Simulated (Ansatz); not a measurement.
`B[C@H]1C[Si@H]1Cl` + `OCF` → `BOCF` + `Cl[SiH]1CC1` at 700 K and 1 bar (ligand exchange at a B–C bond).

Program: Ansatz. Geometries: PBE0-D4/def2-TZVP. ΔE: electronic, gas phase. CCSD(T)/CBS adds triple-zeta CCSD(T) − MP2 to the extrapolated MP2 energy (def2 sets, frozen cores). One conformer a species, not always the lowest.

```tsv
species	CCSD(T)/CBS energy (Eh)	H − E (kJ/mol)	S (J/(mol·K))
`B[C@H]1C[Si@H]1Cl`	-853.37269	276.7	456.6
`OCF`	-214.81254	157.9	312.7
`BOCF`	-240.23545	203.0	367.0
`Cl[SiH]1CC1`	-827.98104	229.9	402.6
```

H − E and S are ideal-gas, rigid-rotor, harmonic terms from PBE0-D4/def2-TZVP, for one conformer and one mirror image of each species. 1 Eh = 2625.50 kJ/mol, R = 8.31446 J/(mol·K).

Q: By hand: ΔE, ΔH, ΔS and ΔG.

A: ΔE = (-240.23545) + (-827.98104) − (-853.37269) − (-214.81254) = -0.03126 Eh = -82.1 kJ/mol. Δ(H − E) = 203.0 + 229.9 − 276.7 − 157.9 = -1.7, so ΔH = -83.8 kJ/mol. ΔS = 367.0 + 402.6 − 456.6 − 312.7 = 0.3 J/(mol·K). ΔG = -83.8 − 700 × (0.3)/1000 = -84.0 kJ/mol.

Q: By hand: the equilibrium constant, and the temperature at which ΔG would vanish if ΔH and ΔS stayed fixed.

A: log₁₀ K = −ΔG/(RT ln 10) = 6.3. ΔH and −TΔS have one sign here, so there is no such temperature. One of them is within its doubt of zero, so this could turn.

The number of gas molecules stays the same, so ΔS is small and ΔH decides. A doubt of 5 kJ/mol in ΔE shifts log₁₀ K by 0.4 here. Other conformers and mirror images would add mixing entropy, several J/(mol·K) or more a flexible species. These are equilibria of isolated gas molecules and say nothing of rates. Largest T1 diagnostic: 0.013 (customary marks: 0.02 for closed shells, 0.045 for open ones).
